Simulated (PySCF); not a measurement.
C₄H₉NSi. Atoms are numbered in the order given.

```xyz
15

C      3.0800    -0.8486     0.1244
C      1.8767    -0.4989     0.5120
C      0.6588    -0.1445     0.8506
Si    -0.6772     0.2248    -0.4124
C     -2.1090    -0.9757    -0.2672
N     -1.2983     1.8090    -0.0553
H      3.3401    -1.9006    -0.0381
H      3.8630    -0.1001    -0.0412
H      0.4139    -0.0631     1.9217
H     -0.0331     0.0585    -1.7590
H     -2.5530    -0.9365     0.7404
H     -1.7740    -2.0076    -0.4574
H     -2.9024    -0.7438    -0.9974
H     -2.1736     2.0958    -0.4857
H     -0.6518     2.5935    -0.0425
```
Charge 0, spin multiplicity 1.

Geometry: r2SCAN-D4/def2-SVP. The structure was generated by enumeration; whether it is a known compound was not checked. Other conformers were not sampled.

The numbers are results of HF/def2-TZVP in PySCF, not measurements.

Isolated molecule, no solvent.

The total energy comes out as -500.17570 hartree, the highest occupied level is -9.81 eV and the lowest empty level comes out as 3.38 eV. The orbital gap is 13.18 eV. The dipole moment is 0.87 D, the quadrupole, principal values (traceless, Buckingham form, about the centre of nuclear charge) is -6.42, 0.81, 5.61 D·Å and the mean static polarisability comes out as 80.9 bohr³ (11.99 Å³). The polarisability, principal values is 62.0, 65.0, 115.6 bohr³.
